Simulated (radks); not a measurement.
Neutral mercury, [Hg]. All-electron calculation, non-relativistic Kohn-Sham, exchange-only B88, spin-polarised, spherical densities, point nucleus. Program: a radial shooting solver on a logarithmic mesh with Libxc functionals. Every spin shell is full or empty, so the densities are truly spherical. Functionals are evaluated on that one density, not self-consistently. Rank these orbital-free kinetic functionals by their error against the exact value of the orbitals, and give that value: Thomas-Fermi, TF + vW/9, TF + vW/5, LC94, APBEK, Perdew 92, Thakkar, Pearson, LKT, PG1, DePristo-Kress, Ernzerhof.

Answer. Exact: 18409.2 hartree. From best to worst, with 100 (|E| - |E exact|)/|E exact| (equal figures are ties): LC94 +0.02, APBEK +0.04, DePristo-Kress -0.20, Ernzerhof -0.48, Perdew 92 -0.68, TF + vW/9 -0.69, Thakkar -0.78, Pearson -0.84, TF + vW/5 +2.46, Thomas-Fermi -4.62, PG1 +12.40, LKT +15.90.
